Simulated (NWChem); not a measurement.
Species: C$_{5}$H$_{5}$F; SMILES C(#C)CC(F)=C

```xyz
11

C      0.2836    -2.6146     0.4830
C     -0.0020    -1.5896    -0.0927
C     -0.3521    -0.3550    -0.7891
C     -0.1120     0.8818     0.0242
C     -1.0072     1.8027     0.3655
F      1.1652     1.0075     0.3885
H      0.5386    -3.5223     0.9980
H      0.2468    -0.2846    -1.7155
H     -1.4089    -0.3822    -1.0957
H     -0.7075     2.6764     0.9465
H     -2.0506     1.6924     0.0715
```
Atoms are numbered in this order, from 1.

Results from NWChem. Pople sets run with spherical d functions. The geometry was optimised at PBE0/def2-SVP. Level: M06-2X/6-31G* with COSMO at NWChem's default radii, gas-phase geometry; rows give the dielectric constant.

```csv
dielectric constant,electrostatic solvation energy (kcal/mol),dipole in solution (D)
7.6,-4.3,1.75
11.7,-4.6,1.78
25.0,-4.8,1.80
37.5,-4.9,1.81
46.7,-4.9,1.82
```
